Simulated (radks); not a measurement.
Question: Cd3+, configuration [Kr] 4d9. Calculated with a radial shooting solver on a logarithmic mesh with Libxc functionals: scalar-relativistic Kohn-Sham, PBEsol, spin-unpolarised, spherical densities, finite nucleus; Fermi nuclear charge, rms radius 4.6087 fm. Some entries of the table are withheld. Estimate them.

orbital,occ.,eigenvalue (hartree),<r> (bohr)
1s,2,-975.5488,0.03041
2s,2,-145.9731,0.1317
2p,6,-131.1457,0.1149
3s,2,-28.27383,0.3585
3p,6,-23.40980,0.3573
3d,10,-15.79057,0.3348
4s,2,-5.19289,0.8758
4p,6,-3.75523,(1)
4d,9,(2),1.197

Answer: 
(1) 4p <r> (bohr): 0.9524
(2) 4d eigenvalue (hartree): -1.68337
